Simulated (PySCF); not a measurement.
Input for PySCF: U-B3LYP/LANL2DZ on HI, a point of a bond scan (R = 1.777 Å).

```python
from pyscf import gto, scf, dft, mp
from pyscf.data.elements import chemcore

mol = gto.M(
    atom='''
    I    -0.00000000   -0.00000000   -0.02991592
    H     0.00000000    0.00000000    1.74708964
    ''',
    basis='lanl2dz',
    ecp={'I': 'lanl2dz'},
    charge=0, spin=0, verbose=3, max_memory=1800)
mf = dft.UKS(mol, xc='b3lyp')
mf.conv_tol = 1e-8
mf.max_cycle = 100
mf.init_guess_breaksym = True
mf.kernel()
if not mf.converged:
    mf = mf.newton().run(mf.mo_coeff, mf.mo_occ)
for _ in range(4):
    mo, _, stable, _ = mf.stability(return_status=True)
    if stable:
        break
    mf.kernel(mf.make_rdm1(mo, mf.mo_occ))
```

What total energy does the run end on?

-11.9715 hartree.
